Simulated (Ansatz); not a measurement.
Two isomers of BH7O2Si2: A = `[SiH3]OBO[SiH3]`, B = `OB([SiH3])O[SiH3]`.

Calculated with Ansatz (gas phase, PBE0-D4/def2-TZVP geometries, no zero-point term in ΔE). CCSD(T)/CBS adds triple-zeta CCSD(T) − MP2 to the extrapolated MP2 energy (def2 sets, frozen cores). DFT in def2-TZVPP. B3LYP here is the variant with VWN-RPA as its local correlation; programs differ in this. Each species was taken in one conformer, which may not be the lowest.

Problem. Which is lower in electronic energy at CCSD(T)/CBS, and by how much? (Best estimate.)

Solution. The calculation gave: A, by 109.5 kJ/mol.

Problem. Give E(B) − E(A) in kJ/mol with ωB97M-V, CCSD/def2-TZVPP, HF/def2-TZVPP, PBE0-D4, B3LYP, MP2/def2-TZVPP, PBE-D4. (An estimate is asked.)

Solution. Computed: ωB97M-V 108.8, CCSD/def2-TZVPP 112.0, HF/def2-TZVPP 137.6, PBE0-D4 93.0, B3LYP 110.7, MP2/def2-TZVPP 115.5, PBE-D4 84.1. None reverses the order clearly.

Largest T1 diagnostic: 0.014.

From PBE to PBE0 (25 % exact exchange), in def2-TZVPP and without D4, E(B) − E(A) moves by +8.7 kJ/mol. In def2-TZVPP, CCSD(T) changes the Hartree–Fock value by −29.5 kJ/mol (the triples alone add −4.0 kJ/mol) and MP2 by −22.1 kJ/mol.
